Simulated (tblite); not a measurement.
A tight-binding relaxation on `C[CH]B(CC)CC` [radical].

Computed with GFN2-xTB geometry optimisation, gas phase (tblite 0.8.0). Start geometry: from a force field or distance geometry. The input is one job of a driver script: a line of settings, then coordinates in Å.

Command:
```bash
OMP_NUM_THREADS=1 python probes_run.py task.json out
```

Input:
```
{"job": {"kind": "relax", "xc": "GFN2-xTB", "basis": "xTB"}, "charge": 0, "multiplicity": 2}
C     -0.323100     2.357200     0.071300
C      0.376600     1.512300    -0.979100
B      0.184500    -0.056700    -0.699300
C      1.438300    -0.950400    -0.338300
C      2.020200    -0.566100     1.031200
C     -1.278400    -0.714700    -0.863300
C     -1.797200    -1.223500     0.473000
H      0.043300     2.117800     1.095000
H     -0.116000     3.427800    -0.126800
H     -1.434200     2.198300     0.030500
H      0.024600     1.764800    -1.991200
H      2.209200    -0.841600    -1.115400
H      1.131000    -2.024600    -0.288500
H      2.887400    -1.224000     1.257800
H      1.255200    -0.671700     1.825800
H      2.375800     0.488900     1.017200
H     -1.210400    -1.550300    -1.581500
H     -1.984100     0.034500    -1.262700
H     -2.811900    -1.654200     0.340800
H     -1.128300    -2.018100     0.887600
H     -1.871200    -0.388700     1.215400
```

Output:
```
step      E/eV     max force
  0    -574.16624    2.550
  1    -574.36174    1.654
  2    -574.46982    0.643
  3    -574.49116    0.427
  4    -574.50525    0.349
  5    -574.51369    0.352
  6    -574.52788    0.321
  7    -574.53911    0.360
  8    -574.54986    0.252
  9    -574.55719    0.182
... (118 lines left out)
128    -575.13611    0.019
129    -575.13615    0.018
130    -575.13620    0.017
131    -575.13623    0.013
132    -575.13626    0.013
133    -575.13628    0.011
134    -575.13630    0.010
135    -575.13632    0.012
136    -575.13634    0.011
137    -575.13636    0.009
```

«max force» is the largest atomic force in eV/Å.

Q: From which step on does the largest force stay under 0.1 eV/Å, and how much energy is left to gain from there?

A: From step 69 (0.074 eV/Å), 15.3 meV above the end.

Summary of the converged run: energy lowered by 22.4 kcal/mol over 137 steps; largest atomic force 0.009 eV/Å at the end.

Q: Where do the atoms end?

A: 0.603 Å rms from the input after alignment:
```
atom  x, y, z in Å
C1    -0.6876    2.4946   -0.1500
C2     0.3461    1.4716   -0.4282
B3     0.1423   -0.0153   -0.5493
C4     1.4008   -0.9905   -0.4177
C5     2.2210   -0.8011    0.8621
C6    -1.3012   -0.6557   -0.7896
C7    -1.8506   -1.1978    0.5382
H8    -0.4339    3.0568    0.7532
H9    -0.7253    3.2272   -0.9614
H10   -1.6726    2.0545   -0.0238
H11    1.3363    1.8987   -0.5536
H12    2.0607   -0.7936   -1.2696
H13    1.1150   -2.0420   -0.4882
H14    3.1008   -1.4431    0.8623
H15    1.6203   -1.0488    1.7347
H16    2.5491    0.2310    0.9622
H17   -1.2494   -1.4876   -1.4955
H18   -2.0221    0.0556   -1.1973
H19   -2.8306   -1.6511    0.3950
H20   -1.1813   -1.9503    0.9482
H21   -1.9469   -0.3963    1.2680
```

On one thread of an Arm Neoverse V1, shared host with 32 logical CPUs at a one-minute load of 21, this took 0.92 s.
Labels such as C1 count atoms from 1, the log's own numbers from 0.
